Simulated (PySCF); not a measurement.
## From computed data to an observable: oscillator strength and radiative lifetime

ClH6NSSi2, SMILES N[SiH2]S[SiH2]Cl.

Coordinates come from a B3LYP-D3(BJ)/def2-SVP optimisation. This is a generated structure with no PubChem entry under its InChIKey; it may be hypothetical. One conformer was computed; it need not be the lowest.

PySCF with TDA-PBE/def2-SVPD puts the first singlet state with f over 0.02 at 5.61 eV (vertical), with the transition dipole (0.301, -0.051, 0.322) in atomic units.

**Question.** Find the oscillator strength, the wavelength and the radiative lifetime that this transition would have in vacuum if emission retraced absorption.

**Answer.** 
|μ|² = 0.1969 au, so |μ| = 1.13 D. ΔE = 5.61/27.211 = 0.2062 hartree. f = (2/3) ΔE |μ|² = 0.027 (the program prints 0.027).
λ = 1239.84/5.61 = 221 nm; ν = 45248 cm⁻¹.
Einstein's coefficient A = 0.6670 ν² f s⁻¹ (ν in cm⁻¹) = 3.7e7 s⁻¹, so τ = 1/A = 27 ns. This state is S3; the lower singlets have f = 0.014, 0.012. The figure is the radiative limit of this one transition; relaxation, internal conversion, crossing to triplets and a medium change what is measured.
